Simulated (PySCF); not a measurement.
Computed and published core binding energies of `[SiH3]N([SiH3])[SiH3]`

Measured values to reproduce (core binding energies): N 1s of N2 (atom 2) 403.91 eV [1]. Sources and the comparison follow the method.

Compound: H9NSi3.
Numbering: `[SiH3:1][N:2]([SiH3:3])[SiH3:4]`

Structure used (PBE0-D3(BJ)/def2-SVP), in Å, numbered top down from 1:
```xyz
13
H9NSi3 angstrom
Si     0.3558    1.7031   -0.1627
N     -0.0002    0.0025    0.0746
Si    -1.6442   -0.5145    0.4016
Si     1.2870   -1.1872    0.0087
H     -0.3620    2.2572   -1.3510
H     -0.0256    2.5156    1.0326
H      1.8295    1.8203   -0.3860
H     -2.5084    0.7043    0.3517
H     -2.1220   -1.4980   -0.6175
H     -1.7672   -1.1490    1.7497
H      0.6738   -2.5162    0.3146
H      1.9204   -1.2403   -1.3441
H      2.3543   -0.8969    1.0138
```

Method: PySCF, delta-SCF UKS SCAN, pcX-2 on the ionised atom, pcseg-1 elsewhere, spin-free X2C. Vertical ΔSCF values, vacuum level as zero.

| atom | environment | level | this calculation (eV) | reference (eV) | difference (eV) | source |
| --- | --- | --- | --- | --- | --- | --- |
| N2 | nitrogen bridging silicon atoms | N 1s | 403.90 | 403.91 | -0.01 | [1] |

[1] measured, gas; Beach, A photoelectron spectroscopic study of bonding in inorganic and organometallic compounds, PhD thesis, LBL 1985

How well does this level of theory reproduce the measurements here?

The one measured value differs by -0.01 eV, too little evidence for a typical error. The calculation is vertical and has no vibrational structure, and measured positions depend on the energy calibration.

What does the calculation give for the levels without a reference value here?

Si1/Si3/Si4 Si 1s 1847.05 eV; Si1/Si3/Si4 Si 2p3/2 107.19 eV.

Atoms equivalent by their bonding share one computed value, that of the first of them. Spin–orbit coupling isn't in the SCF: each 2p doublet comes from a relaxed spin-free hole plus a matrix of the shell (mean-field spin–orbit coupling and the ground-state 2p splitting), with 2p3/2 averaged over its two sublevels. 2p1/2 minus 2p3/2 (ligand field included): Si 0.62 eV. Isolated species at its PBE0-D3(BJ)/def2-SVP geometry, gas phase.
